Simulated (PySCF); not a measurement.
# Ionisation energy of Mo by level of theory

Mo [Kr] 4d5 5s1 (7S) → Mo⁺ [Kr] 4d5 (6S), as a difference of total energies. Calculation: PySCF 2.14, in x2c-TZVPPall with one added diffuse shell each of s, p, d, f type (9s7p7d3f1g, 95 functions); scalar relativity by spin-free X2C-1e. Correlated levels: valence and next inner shell: [Ar] 3d10 frozen. The calculations carry no spin-orbit coupling.

```json
{"method": "UHF", "ionisation energy (eV)": "6.255", "error (eV)": "-0.837"}
{"method": "MP2 (valence and next inner shell)", "ionisation energy (eV)": "7.112", "error (eV)": "+0.020"}
{"method": "SCS-MP2 (valence and next inner shell)", "ionisation energy (eV)": "6.717", "error (eV)": "-0.375"}
{"method": "CCSD (valence and next inner shell)", "ionisation energy (eV)": "7.004", "error (eV)": "-0.088"}
{"method": "CCSD(T) (valence and next inner shell)", "ionisation energy (eV)": "7.074", "error (eV)": "-0.018"}
```

Reference: 7.092 eV (measured; NIST Atomic Spectra Database, ionization energies).

Errors of the correlated levels include the incompleteness of this basis and the frozen core.
